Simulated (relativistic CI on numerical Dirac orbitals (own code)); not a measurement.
## Pb69+: q coefficients and field-shift factors

Computed by Dirac-Coulomb-Breit CI, orbitals from a KLI potential per configuration, derivatives by finite differences, unscaled Slater integrals, QED left out (own radial code, finite nucleus).

Configurations in the expansion (outside the closed core [Ne]): 3s²3p, 3s²3d, 3s3p², 3p³, 3s3p3d, 3p3d², 3s3d², 3p²3d. Levels of other configurations are missing.

With x = (α/α₀)² − 1 an excitation energy changes as ω = ω₀ + qx; K = 2q/ω₀ is the relative enhancement. Terms are leading LS components, so labels can repeat. The field-shift factor is F = δν/δ⟨r²⟩ for the transition from the lowest level.

Lowest level 3s²3p ²P°1/2.

```
        Level  ω₀ (cm⁻¹)   q (cm⁻¹)  F (GHz/fm²)
  3s3p² ⁴P1/2    1660705     527600       -16300
 3s²3p ²P°3/2    4808856  6.209e+06        -1640
  3s3p² ⁴P3/2    6176555  6.679e+06       -17600
  3s3p² ²D5/2    6349973  6.698e+06       -17600
  3s3p² ²D3/2    6522071  6.606e+06       -13700
  3s3p² ²P1/2    6638681   6.72e+06       -17900
  3s²3d ²D3/2    7003483  6.486e+06        -5940
  3s²3d ²D5/2    7954775   7.46e+06        -1790
3s3p3d ⁴F°3/2    8094477   6.88e+06       -21200
   3p³ ²P°3/2    8232037   7.06e+06       -27200
3s3p3d ⁴F°5/2    8294670  6.823e+06       -17700
3s3p3d ⁴D°1/2    8549748  6.881e+06       -17700
3s3p3d ⁴D°3/2    8637535  6.992e+06       -20400
3s3p3d ⁴P°5/2    9353415  7.923e+06       -17600
3s3p3d ⁴F°7/2    9495834  7.956e+06       -17700
3s3p3d ²F°5/2    9589332  7.969e+06       -17700
3s3p3d ²P°3/2    9630487  7.962e+06       -18400
  3p²3d ²D3/2   10138087  7.339e+06       -33900
  3s3p² ⁴P5/2   11091288  1.288e+07       -19200
  3p²3d ²D5/2   11350482  8.483e+06       -33900
  3s3p² ²S1/2   11444124  1.292e+07       -19300
  3s3p² ²P3/2   11511582  1.293e+07       -19400
   3p³ ²D°5/2   12867364  1.322e+07       -28400
```

At this charge energies of transitions that change n are usually good to better than 1 %, and those within a shell (Δn = 0) to a few per cent.

(1) Which transition from the lowest level has the largest |K|?

Answers

(1) 3s²3p ²P°3/2 at 4808856 cm⁻¹, K = 2.58.
